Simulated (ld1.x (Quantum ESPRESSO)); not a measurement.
# neodymium, RRKJ: configuration errors across variants

```json
{"Element": "Nd", "Generator": "ld1.x (Quantum ESPRESSO) 7.5", "Type": "norm-conserving RRKJ (Kleinman–Bylander form)", "Functional": "PBE", "Relativity": "non-relativistic", "Frozen core": "[Xe]", "Valence charge": "6", "Reference configuration": "4f4 5d0 6s1 6p0 (charge +1)", "Partial waves": "6p (bound, empty): rc 3.75 bohr; 5d (bound, empty): rc 3.45 bohr; 4f (bound): rc 1.20 bohr; 6s (bound): rc 3.25 bohr", "Local potential": "the s channel", "Core correction": "a·sin(br)/r model core, default radius (core density twice the valence density)"}
```

All-electron excitation energies from the reference (eV): (1) 4f4 5d0 6s2 6p0 -5.498; (2) 4f4 5d0 6s0 6p0 10.232; (3) 4f3 5d0 6s0 6p0 35.812; (4) 4f3 5d1 6s1 6p0 4.946; (5) 4f4 5d0 6s0 6p2 -1.437.

Tests that are not counted but printed errors over 1 eV. “base”: 4f4 5d0.5 6s1.5 6p0 (solver errors, printed error -245 eV); 4f5 5d0 6s0 6p0 (solver errors, printed error -255 eV). “wave 5d (bound): rc 3.45 bohr becomes 5d (bound): rc 2.96 bohr”: 4f4 5d0.5 6s1.5 6p0 (solver errors, printed error -245 eV); 4f5 5d0 6s0 6p0 (solver errors, printed error -255 eV). “wave 5d (bound): rc 3.45 bohr becomes 5d (bound): rc 3.28 bohr”: 4f4 5d0.5 6s1.5 6p0 (solver errors, printed error -245 eV); 4f5 5d0 6s0 6p0 (solver errors, printed error -255 eV). “wave 5d (bound): rc 3.45 bohr becomes 5d (bound): rc 3.76 bohr”: 4f4 5d0.5 6s1.5 6p0 (solver errors, printed error -245 eV); 4f5 5d0 6s0 6p0 (solver errors, printed error -255 eV). “wave 5d (bound): rc 3.45 bohr becomes 5d (bound): rc 4.08 bohr”: 4f5 5d0 6s0 6p0 (solver errors, printed error -255 eV).

1 further variants failed, have other tests or too few solved ones, and are left out.

Errors AE − PS in meV (a dash: test not solved or not reliable):

| change | (1) | (2) | (3) | (4) | (5) | bound ghosts |
| --- | --- | --- | --- | --- | --- | --- |
| base | +4.1 | +2.2 | -2254 | -1223 | -3.3 | none |
| wave 5d (bound): rc 3.45 bohr becomes 5d (bound): rc 2.96 bohr | +4.1 | +2.2 | -2254 | -1158 | -3.3 | none |
| wave 5d (bound): rc 3.45 bohr becomes 5d (bound): rc 3.28 bohr | +4.1 | +2.2 | -2254 | -1192 | -3.3 | none |
| wave 5d (bound): rc 3.45 bohr becomes 5d (bound): rc 3.76 bohr | +4.1 | +2.2 | -2254 | -1313 | -3.3 | none |
| wave 5d (bound): rc 3.45 bohr becomes 5d (bound): rc 4.08 bohr | +4.1 | +2.2 | -2254 | -1410 | -3.3 | none |
| wave 5d (bound): rc 3.45 bohr becomes 5d (bound): rc 4.38 bohr | +4.1 | +2.2 | -2254 | -1535 | -3.3 | none |
| wave 5d (bound): rc 3.45 bohr becomes 5d (bound): rc 4.76 bohr | +4.1 | +2.2 | -2254 | -1683 | -3.3 | none |
| wave 5d (bound): rc 3.45 bohr becomes 5d (bound): rc 5.18 bohr | +4.1 | +2.2 | -2254 | -1902 | -3.3 | none |

Problem. Give the same row for: wave 5d (bound): rc 3.45 bohr becomes 5d (bound): rc 2.64 bohr.

Solution. +4.1, +2.2, -2254, -1151, -3.3; bound ghosts: none. Not counted: 4f4 5d0.5 6s1.5 6p0 (solver errors, printed error -245 eV); 4f5 5d0 6s0 6p0 (solver errors, printed error -255 eV).
